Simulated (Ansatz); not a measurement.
Ideal-gas functions of `C=NB(O)F` at 400 K and 1 bar, from an Ansatz frequency run at PBE0-D4/def2-TZVP.

Molar mass 74.85 g/mol, point group C1 (symmetry number 1), electronic degeneracy 1, moments of inertia 54.746, 126.133, 170.738 u Å². Harmonic wavenumbers (cm⁻¹, unscaled): 114, 178, 343, 440, 524, 664, 686, 804, 994, 1123, 1220, 1345, 1446, 1550, 1845, 3004, 3090, 3910.

Use S(trans) = R[1.5 ln M + 2.5 ln T − 1.1517]; rotational temperatures θ = 24.2544 K / I; S(rot) = R[ln(√π/σ · √(T³/θAθBθC)) + 1.5]; for each mode x = 1.438777 ν̃/T, S = R[x/(eˣ − 1) − ln(1 − e⁻ˣ)] and H = RT x/(eˣ − 1); 1 cm⁻¹ = 0.0119627 kJ/mol; R = 8.31446 J/(mol·K).

Q: By hand: the entropy, in J/(mol·K).

A: Translation 168.8. Rotation: θ = 0.443, 0.1923, 0.1421 K, giving 110.3. Vibration, mode by mode: 15.78, 12.16, 7.08, 5.31, 4.18, 2.81, 2.64, 1.89, 1.09, 0.75, 0.56, 0.39, 0.29, 0.21, 0.08, 0.00, 0.00, 0.00, in all 55.2. Electronic 0.0. Sum 334.3 J/(mol·K).

Q: By hand: H − E and G − E in kJ/mol, counted from the electronic energy.

A: Zero-point energy ½ × 23280 × 0.0119627 = 139.2; thermal vibration 12.5; translation, rotation and pV give 4 RT = 13.3. H − E = 165.0 kJ/mol, and G − E = 165.0 − 400 × 334.3/1000 = 31.3 kJ/mol.

Vibration gives 17 % of the entropy, 15.8 J/(mol·K) of it from the mode under 150 cm⁻¹: soft modes count most, and the harmonic formula is weakest for them. The sum counts one conformer and one mirror image; others add a mixing term.
